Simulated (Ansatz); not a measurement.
Correlation energies of C7H17P, SMILES `CCP(CC)C(C)C` by basis set

```xyz
25

C    -0.9990   -0.0864    2.7555
C    -1.3025   -0.2177    1.2702
P    -0.1738    0.7865    0.2053
C     1.3871   -0.2117    0.2658
C     2.3847    0.3051    1.2934
C    -0.8314    0.3564   -1.4852
C    -0.8345   -1.1190   -1.8563
C    -0.1003    1.1846   -2.5349
H    -0.0345   -0.5328    3.0073
H    -0.9688    0.9617    3.0629
H    -1.7578   -0.5931    3.3571
H    -2.3141    0.1497    1.0654
H    -1.2792   -1.2712    0.9732
H     1.8355   -0.1536   -0.7313
H     1.1555   -1.2674    0.4426
H     3.3073   -0.2812    1.2762
H     1.9839    0.2605    2.3080
H     2.6420    1.3478    1.0945
H    -1.8705    0.7082   -1.4444
H    -1.2922   -1.2637   -2.8401
H     0.1826   -1.5156   -1.9118
H    -1.3936   -1.7271   -1.1430
H    -0.1364    2.2505   -2.3006
H    -0.5429    1.0342   -3.5240
H     0.9528    0.8955   -2.6057
```

The species carries charge 0 and has multiplicity 1. Geometry: relaxed with PBE0-D4/def2-TZVP. It is one conformer, not always the lowest. Frozen core, restricted reference, the Gaussian-basis code of Ansatz. CBS rows extrapolate triple and quadruple zeta; past MP2 they add the triple-zeta difference.

| basis | HF (Eh) | MP2 corr. | CCSD corr. | (T) | CCSD(T) total |
| --- | --- | --- | --- | --- | --- |
| def2-SVP | -615.40704 | -1.14373 | -1.25400 | -0.03951 | -616.70055 |
| def2-TZVPP | -615.82518 | -1.40253 | -1.49480 | -0.06192 | -617.38190 |
| def2-QZVPP | -615.84818 | -1.49140 | – | – | – |
| CBS(def2) | -615.85134 | -1.55723 | -1.64951 | as TZ | -617.56277 |
